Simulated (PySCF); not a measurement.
## Field gradients at the hydrogen positions

Species: C4H8F3O2P.
Numbering: `[CH3:1][CH2:2][P@:3](=[O:4])([OH:5])[CH2:6][C:7]([F:8])([F:9])[F:10]` (hydrogens: H11, H12, H13 on C1; H14, H15 on C2; H16 on O5; H17, H18 on C6)

Geometry (GFN2-xTB, Å), atoms numbered from 1 in this order:
```
atom  x, y, z in Å
C1    -1.983   -0.598   -0.870
C2    -1.209   -0.601    0.438
P3     0.130    0.651    0.504
O4     0.939    0.680    1.721
O5    -0.647    2.045    0.264
C6     1.116    0.574   -1.069
C7     2.050   -0.597   -0.968
F8     3.096   -0.365   -0.180
F9     2.549   -0.961   -2.165
F10    1.426   -1.685   -0.486
H11   -2.238    0.420   -1.154
H12   -2.903   -1.167   -0.760
H13   -1.401   -1.053   -1.667
H14   -1.856   -0.327    1.276
H15   -0.782   -1.578    0.656
H16   -0.472    2.616    1.015
H17    0.477    0.462   -1.942
H18    1.699    1.492   -1.156
```

Level: PBE0/pcSseg-1 (PySCF, non-relativistic); Q(2H) = 0.00286 b; rigid geometry, the same for H and D, with no vibrational averaging.

Question: Rank these positions by the coupling χzz of a deuteron there, largest first.
A. H14 (methylene hydrogen)
B. H12 (methyl hydrogen)
C. H17 (methylene hydrogen)
D. H16 (hydroxyl hydrogen)

Answer: D (323 kHz), B (211 kHz), C (207 kHz), A (202 kHz).

Give the electric field gradient Vzz (the principal value of largest size), its asymmetry and the 2H coupling at each hydrogen.

```tsv
atom	bonded to	bond length (Å)	Vzz (au)	η	χzz (kHz)
H11	C1	1.088	0.3088	0.03	208
H12	C1	1.088	0.3143	0.02	211
H13	C1	1.087	0.3139	0.02	211
H14	C2	1.094	0.3002	0.03	202
H15	C2	1.089	0.3078	0.02	207
H16	O5	0.959	0.4813	0.10	323
H17	C6	1.088	0.3078	0.03	207
H18	C6	1.091	0.3019	0.04	203
```

Average by the element that carries the hydrogen.

on C: 207 kHz over 7 positions, mean bond length 1.089 Å; on O: 323 kHz over 1 position, mean bond length 0.959 Å.

A static deuteron (I = 1) shows a doublet split by (3/2)χ, (3/4)χ(1 + η) and (3/4)χ(1 − η) with the field along z, y and x of the gradient. What are these for H16?

With |χ| = 323.5 kHz and η = 0.095: 485, 266 and 220 kHz, to first order and without motion.

Isolated species at its GFN2-xTB geometry (one conformer only). GFN2-xTB bond lengths can be off by several hundredths of an ångström, more for odd bonds, and the gradients follow them. The basis is small and wasn't made for field gradients, so the couplings can be 20 % off.
